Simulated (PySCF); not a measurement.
F2O (SMILES FOF), singlet, at a GFN2-xTB geometry, with bond 3-2 at 1.3 times its length. Base run: PBE/STO-3G (PySCF).

Geometry (Å):
```xyz
3

F      0.0189     1.0919    -0.2472
O     -0.0224    -0.0028     0.5690
F      0.0081    -1.4154    -0.5068
```
Charge 0, spin multiplicity 1.
All else is at PySCF's defaults.
Base energy -270.52930 Eh.

The base run was repeated with changes; each row names its change, and settings that it needs were set with it.

```json
[
 {"change": "base", "ΔE vs base (mEh)": "0.000", "SCF cycles": "16", "outcome": "converged"},
 {"change": "diis_space = 20", "ΔE vs base (mEh)": "0.000", "SCF cycles": "15", "outcome": "converged"},
 {"change": "init_guess = huckel", "ΔE vs base (mEh)": "0.000", "SCF cycles": "41", "outcome": "converged"},
 {"change": "conv_tol = 1e-7", "ΔE vs base (mEh)": "0.000", "SCF cycles": "15", "outcome": "converged"},
 {"change": "damp = 0.5; diis_start_cycle = 5", "ΔE vs base (mEh)": "0.000", "SCF cycles": "21", "outcome": "converged"},
 {"change": "DIIS = EDIIS", "ΔE vs base (mEh)": "-", "SCF cycles": "50", "outcome": "not converged"},
 {"change": "init_guess = vsap", "ΔE vs base (mEh)": "0.000", "SCF cycles": "16", "outcome": "converged"},
 {"change": "level_shift = 0.1 (with mf.max_cycle = 100)", "ΔE vs base (mEh)": "0.000", "SCF cycles": "18", "outcome": "converged"},
 {"change": "level_shift = 1.0 (with mf.max_cycle = 100)", "ΔE vs base (mEh)": "-", "SCF cycles": "51", "outcome": "not converged"},
 {"change": "conv_tol = 1e-11", "ΔE vs base (mEh)": "0.000", "SCF cycles": "17", "outcome": "converged"},
 {"change": "diis = off (with mf.max_cycle = 100)", "ΔE vs base (mEh)": "-", "SCF cycles": "100", "outcome": "not converged"},
 {"change": "diis_space = 4", "ΔE vs base (mEh)": "0.000", "SCF cycles": "14", "outcome": "converged"},
 {"change": "solver = newton", "ΔE vs base (mEh)": "0.000", "SCF cycles": "-", "outcome": "converged"}
]
```
